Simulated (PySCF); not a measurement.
## A survey of $^{15}$N NMR shifts

All values are calculated (PySCF 2.14.0 with density-fitted response routines): PBE0/pcSseg-1 with gauge-including orbitals, GFN2-xTB structure. Isolated molecule, one computed conformer, non-relativistic, equivalent nuclei averaged.

Shieldings were converted by a linear fit to measured shifts: $^{15}$N: δ = -148.07 − 0.921σ (rms 6.3 ppm, 71 shifts vs CH3NO2, solution or neat liquid). A few per cent of atoms miss by over 2 rms, more outside the fitted compound classes.

Question: Give the $^{15}$N shifts of `C=N[SiH2]C(C)(C)CC#N`, `C=CN([SiH3])[C@@H](C)CC#N`, `C#CC[Si@@]1(N)CCN1C`.

Answer: 
| compound | environment | δ (ppm) |
| --- | --- | --- |
| [CH2:1]=[N:2][SiH2:3][C:4]([CH3:5])([CH3:6])[CH2:7][C:8]#[N:9] | N2: imine nitrogen | -11.3 |
| [CH2:1]=[N:2][SiH2:3][C:4]([CH3:5])([CH3:6])[CH2:7][C:8]#[N:9] | N9: nitrile nitrogen | -117.2 |
| [CH2:1]=[CH:2][N:3]([SiH3:4])[C@@H:5]([CH3:6])[CH2:7][C:8]#[N:9] | N9: nitrile nitrogen | -115.9 |
| [CH2:1]=[CH:2][N:3]([SiH3:4])[C@@H:5]([CH3:6])[CH2:7][C:8]#[N:9] | N3: enamine nitrogen | -316.8 |
| [CH:1]#[C:2][CH2:3][Si@@:4]1([NH2:5])[CH2:6][CH2:7][N:8]1[CH3:9] | N8: nitrogen bonded to 2 C, Si, in a 4-membered ring | -329.1 |
| [CH:1]#[C:2][CH2:3][Si@@:4]1([NH2:5])[CH2:6][CH2:7][N:8]1[CH3:9] | N5: nitrogen bonded to Si, 2 H | -358.3 |

Question: Match the shifts -20.6, -271.3, -294.0, -396.1 ppm to `OCc1cc(Cl)no1`, `CC(C)(C)C(N)=O`, `N[SiH2][SiH3]`, `CCCNC(C)=O`.

Answer: -20.6: OCc1cc(Cl)no1 (pyridine-type nitrogen of an azole); -271.3: CCCNC(C)=O (amide-type nitrogen); -294.0: CC(C)(C)C(N)=O (amide-type nitrogen); -396.1: N[SiH2][SiH3] (nitrogen bonded to Si, 2 H).
